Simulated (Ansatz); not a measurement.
Ansatz (a quantum-chemistry and plane-wave program) input for C₂H₇FSi₃, SMILES C(#C[SiH2][SiH3])[SiH2]F, PBE-D3(BJ)/def2-SVP. 

Ansatz 0.2 input:
```yaml
crystal:
  periodic: [false, false, false]
  atoms:
    - {symbol: F, position_ang: [3.00647396, 1.35606025, 0.96402363]}
    - {symbol: Si, position_ang: [2.92475158, -0.13195666, 0.34778830]}
    - {symbol: C, position_ang: [1.15211845, -0.47444003, -0.02995391]}
    - {symbol: C, position_ang: [-0.00809092, -0.71545454, -0.28279166]}
    - {symbol: Si, position_ang: [-1.80032586, -1.01499600, -0.64763814]}
    - {symbol: Si, position_ang: [-3.05322028, 0.84589241, -0.09150494]}
    - {symbol: H, position_ang: [3.42406389, -1.00219122, 1.40285966]}
    - {symbol: H, position_ang: [3.72921585, -0.08079026, -0.86480651]}
    - {symbol: H, position_ang: [-1.84580918, -1.37220264, -2.07440061]}
    - {symbol: H, position_ang: [-2.14817896, -2.22747279, 0.11048142]}
    - {symbol: H, position_ang: [-2.95983833, 1.17334580, 1.33298053]}
    - {symbol: H, position_ang: [-2.64486141, 2.03489165, -0.84291106]}
    - {symbol: H, position_ang: [-4.47389914, 0.62408799, -0.38497571]}
basis:
  gaussian:
    orbitals: def2-SVP
hamiltonian:
  xc: pbe
  dispersion: d3bj
relax: {f_tol: 0.002, max_steps: 200}
```

Log of the run:

```
WARN ansatz: RAYON_NUM_THREADS=2 ignored (pool sized by the plan → 2); use --threads N
Functional definition: PBE
integrals: 0.08 GiB planned
1458 factors; their error is unknown
mean field: 0.39 GiB planned
mean field evaluation 1: about -28501.0863 eV, gradient 5.2e1 eV
mean field evaluation 2: about -28487.6636 eV, gradient 9.0e1 eV
mean field evaluation 4: about -28507.8588 eV, gradient 1.4e1 eV
mean field evaluation 8: about -28508.3535 eV, gradient 1.6e-1 eV
mean field evaluation 16: about -28508.2422 eV, gradient 8.6e-5 eV
mean field -28508.24221552 eV, -1047.6585778397 hartree, gradient 1.5e-5 eV, S^2 0.000000; 0 other end points of the search recorded, 0 dependent functions left out
the calculation of the forces begins
reference -28508.24226383 eV, -1047.6585796149 hartree; 35, 35 occupied and 96, 96 virtual orbitals, 1458 factors
relax step   1: F+E_penalty+E_count = -28508.54795361 eV  Δ(F+E_penalty+E_count) = +0.000e0 eV  max|allowed force component| = 2.767e0 eV/Å  Δτ_max = 0.0000 Å  (28 SCF iters, accepted)
these checks for a lower state are left out or cut short: starts, cluster_reference, orbital_swaps, neighbouring_geometries, increment
integrals: 0.08 GiB planned
1458 factors; their error is unknown
mean field: 0.39 GiB planned
mean field -28508.45479502 eV, -1047.6663899923 hartree, gradient 2.0e-5 eV, S^2 0.000000; 0 other end points of the search recorded, 0 dependent functions left out
the calculation of the forces begins
reference -28508.45484359 eV, -1047.6663917771 hartree; 35, 35 occupied and 96, 96 virtual orbitals, 1458 factors
relax step   2: F+E_penalty+E_count = -28508.75925925 eV  Δ(F+E_penalty+E_count) = -2.113e-1 eV  max|allowed force component| = 4.068e-1 eV/Å  Δτ_max = 0.1008 Å  (29 SCF iters, accepted)
these checks for a lower state are left out or cut short: starts, cluster_reference, orbital_swaps, neighbouring_geometries, increment
integrals: 0.08 GiB planned
1458 factors; their error is unknown
mean field: 0.39 GiB planned
mean field evaluation 32: about -28508.4651 eV, gradient 1.5e-5 eV
mean field -28508.46511171 eV, -1047.6667691238 hartree, gradient 1.5e-5 eV, S^2 0.000000; 0 other end points of the search recorded, 0 dependent functions left out
the calculation of the forces begins
reference -28508.46516030 eV, -1047.6667709092 hartree; 35, 35 occupied and 96, 96 virtual orbitals, 1458 factors
relax step   3: F+E_penalty+E_count = -28508.76933447 eV  Δ(F+E_penalty+E_count) = -1.008e-2 eV  max|allowed force component| = 1.924e-1 eV/Å  Δτ_max = 0.0443 Å  (29 SCF iters, accepted)
these checks for a lower state are left out or cut short: starts, cluster_reference, orbital_swaps, neighbouring_geometries, increment
integrals: 0.08 GiB planned
1458 factors; their error is unknown
mean field: 0.39 GiB planned
mean field -28508.46664307 eV, -1047.6668254000 hartree, gradient 1.5e-5 eV, S^2 0.000000; 0 other end points of the search recorded, 0 dependent functions left out
the calculation of the forces begins
reference -28508.46669158 eV, -1047.6668271828 hartree; 35, 35 occupied and 96, 96 virtual orbitals, 1458 factors
relax step   4: F+E_penalty+E_count = -28508.77132594 eV  Δ(F+E_penalty+E_count) = -1.991e-3 eV  max|allowed force component| = 4.996e-2 eV/Å  Δτ_max = 0.0191 Å  (31 SCF iters, accepted)
these checks for a lower state are left out or cut short: starts, cluster_reference, orbital_swaps, neighbouring_geometries, increment
integrals: 0.08 GiB planned
1458 factors; their error is unknown
mean field: 0.39 GiB planned
mean field -28508.46679533 eV, -1047.6668309957 hartree, gradient 1.5e-5 eV, S^2 0.000000; 0 other end points of the search recorded, 0 dependent functions left out
the calculation of the forces begins
reference -28508.46684382 eV, -1047.6668327775 hartree; 35, 35 occupied and 96, 96 virtual orbitals, 1458 factors
relax step   5: F+E_penalty+E_count = -28508.77154920 eV  Δ(F+E_penalty+E_count) = -2.233e-4 eV  max|allowed force component| = 6.490e-3 eV/Å  Δτ_max = 0.0105 Å  (30 SCF iters, accepted)
these checks for a lower state are left out or cut short: starts, cluster_reference, orbital_swaps, neighbouring_geometries, increment
integrals: 0.08 GiB planned
1458 factors; their error is unknown
mean field: 0.39 GiB planned
mean field -28508.46677507 eV, -1047.6668302509 hartree, gradient 1.7e-5 eV, S^2 0.000000; 0 other end points of the search recorded, 0 dependent functions left out
the calculation of the forces begins
reference -28508.46682354 eV, -1047.6668320321 hartree; 35, 35 occupied and 96, 96 virtual orbitals, 1458 factors
relax step   6: F+E_penalty+E_count = -28508.77157865 eV  Δ(F+E_penalty+E_count) = -2.944e-5 eV  max|allowed force component| = 1.043e-3 eV/Å  Δτ_max = 0.0066 Å  (23 SCF iters, accepted)
these checks for a lower state are left out or cut short: starts, cluster_reference, orbital_swaps, neighbouring_geometries, increment
integrals: 0.08 GiB planned
1458 factors; their error is unknown
mean field: 0.39 GiB planned
mean field -28508.46667376 eV, -1047.6668265279 hartree, gradient 1.4e-5 eV, S^2 0.000000; 0 other end points of the search recorded, 0 dependent functions left out
the calculation of the forces begins
reference -28508.46672220 eV, -1047.6668283080 hartree; 35, 35 occupied and 96, 96 virtual orbitals, 1458 factors
relax step   7: F+E_penalty+E_count = -28508.77159310 eV  Δ(F+E_penalty+E_count) = -1.445e-5 eV  max|allowed force component| = 7.191e-3 eV/Å  Δτ_max = 0.0099 Å  (31 SCF iters, accepted)
these checks for a lower state are left out or cut short: starts, cluster_reference, orbital_swaps, neighbouring_geometries, increment
integrals: 0.08 GiB planned
1458 factors; their error is unknown
mean field: 0.39 GiB planned
mean field -28508.46666914 eV, -1047.6668263583 hartree, gradient 8.6e-5 eV, S^2 0.000000; 0 other end points of the search recorded, 0 dependent functions left out
the calculation of the forces begins
reference -28508.46671758 eV, -1047.6668281383 hartree; 35, 35 occupied and 96, 96 virtual orbitals, 1458 factors
relax step   8: F+E_penalty+E_count = -28508.77159635 eV  Δ(F+E_penalty+E_count) = -3.251e-6 eV  max|allowed force component| = 3.604e-3 eV/Å  Δτ_max = 0.0019 Å  (20 SCF iters, accepted)
these checks for a lower state are left out or cut short: starts, cluster_reference, orbital_swaps, neighbouring_geometries, increment
integrals: 0.08 GiB planned
1458 factors; their error is unknown
mean field: 0.39 GiB planned
mean field evaluation 64: about -28508.5802 eV, gradient 2.0e-1 eV
mean field -28508.46664155 eV, -1047.6668253443 hartree, gradient 1.0e-5 eV, S^2 0.000000; 0 other end points of the search recorded, 0 dependent functions left out
the calculation of the forces begins
reference -28508.46668998 eV, -1047.6668271240 hartree; 35, 35 occupied and 96, 96 virtual orbitals, 1458 factors
relax step   9: F+E_penalty+E_count = -28508.77159977 eV  Δ(F+E_penalty+E_count) = -3.414e-6 eV  max|allowed force component| = 2.137e-3 eV/Å  Δτ_max = 0.0031 Å  (23 SCF iters, accepted)
these checks for a lower state are left out or cut short: starts, cluster_reference, orbital_swaps, neighbouring_geometries, increment
integrals: 0.08 GiB planned
1458 factors; their error is unknown
mean field: 0.39 GiB planned
mean field -28508.46663029 eV, -1047.6668249306 hartree, gradient 8.3e-5 eV, S^2 0.000000; 0 other end points of the search recorded, 0 dependent functions left out
the calculation of the forces begins
reference -28508.46667872 eV, -1047.6668267102 hartree; 35, 35 occupied and 96, 96 virtual orbitals, 1458 factors
relax step  10: F+E_penalty+E_count = -28508.77159910 eV  Δ(F+E_penalty+E_count) = +6.673e-7 eV  max|allowed force component| = 3.268e-3 eV/Å  Δτ_max = 0.0018 Å  (20 SCF iters, rejected (line search))
these checks for a lower state are left out or cut short: starts, cluster_reference, orbital_swaps, neighbouring_geometries, increment
integrals: 0.08 GiB planned
1458 factors; their error is unknown
mean field: 0.39 GiB planned
mean field -28508.46664489 eV, -1047.6668254668 hartree, gradient 5.3e-5 eV, S^2 0.000000; 0 other end points of the search recorded, 0 dependent functions left out
the calculation of the forces begins
reference -28508.46669332 eV, -1047.6668272466 hartree; 35, 35 occupied and 96, 96 virtual orbitals, 1458 factors
relax step  11: F+E_penalty+E_count = -28508.77160135 eV  Δ(F+E_penalty+E_count) = -1.588e-6 eV  max|allowed force component| = 2.192e-3 eV/Å  Δτ_max = 0.0009 Å  (20 SCF iters, accepted)
these checks for a lower state are left out or cut short: starts, cluster_reference, orbital_swaps, neighbouring_geometries, increment
integrals: 0.08 GiB planned
1458 factors; their error is unknown
mean field: 0.39 GiB planned
mean field -28508.46665340 eV, -1047.6668257795 hartree, gradient 4.6e-5 eV, S^2 0.000000; 0 other end points of the search recorded, 0 dependent functions left out
the calculation of the forces begins
reference -28508.46670182 eV, -1047.6668275593 hartree; 35, 35 occupied and 96, 96 virtual orbitals, 1458 factors
relax step  12: F+E_penalty+E_count = -28508.77160192 eV  Δ(F+E_penalty+E_count) = -5.658e-7 eV  max|allowed force component| = 8.704e-4 eV/Å  Δτ_max = 0.0010 Å  (19 SCF iters, accepted)
integrals: 0.08 GiB planned
1458 factors; their error is unknown
mean field: 0.39 GiB planned
mean field evaluation 96: about -28508.4667 eV, gradient 3.0e-3 eV
mean field -28508.46665340 eV, -1047.6668257795 hartree, gradient 4.6e-5 eV, S^2 0.000000; 1 other end points of the search recorded, 0 dependent functions left out
the calculation of the forces begins
reference -28508.46670182 eV, -1047.6668275593 hartree; 35, 35 occupied and 96, 96 virtual orbitals, 1458 factors
Total energy: -28508.77165035 eV, -1047.6780342109 hartree
Atom 0 at     2.994197     1.450745     0.998568 Å, force     0.000280     0.000384     0.000168 eV/Å
Atom 1 at     2.902448    -0.061284     0.374845 Å, force    -0.000531    -0.000322    -0.000194 eV/Å
Atom 2 at     1.157166    -0.450870    -0.019201 Å, force     0.000373     0.000559     0.000237 eV/Å
Atom 3 at    -0.017025    -0.732555    -0.292258 Å, force    -0.000467    -0.000870    -0.000433 eV/Å
Atom 4 at    -1.788949    -1.066674    -0.668637 Å, force     0.000407     0.000262     0.000160 eV/Å
Atom 5 at    -3.026343     0.850962    -0.085468 Å, force     0.000017    -0.000093    -0.000021 eV/Å
Atom 6 at     3.410939    -1.023278     1.403504 Å, force     0.000039     0.000000     0.000028 eV/Å
Atom 7 at     3.720140    -0.100546    -0.878942 Å, force     0.000076    -0.000034     0.000022 eV/Å
Atom 8 at    -1.930760    -1.373919    -2.134660 Å, force    -0.000072     0.000061    -0.000001 eV/Å
Atom 9 at    -2.243146    -2.262379     0.123648 Å, force    -0.000049     0.000042     0.000020 eV/Å
Atom 10 at    -2.851963     1.135329     1.380748 Å, force    -0.000018    -0.000013     0.000006 eV/Å
Atom 11 at    -2.538655     2.026733    -0.885966 Å, force    -0.000011     0.000002     0.000001 eV/Å
Atom 12 at    -4.485650     0.622510    -0.377030 Å, force    -0.000045     0.000022     0.000009 eV/Å
Dipole moment:    -0.170804    -0.214789    -0.110613 e Å
```

Self-consistency was reached.
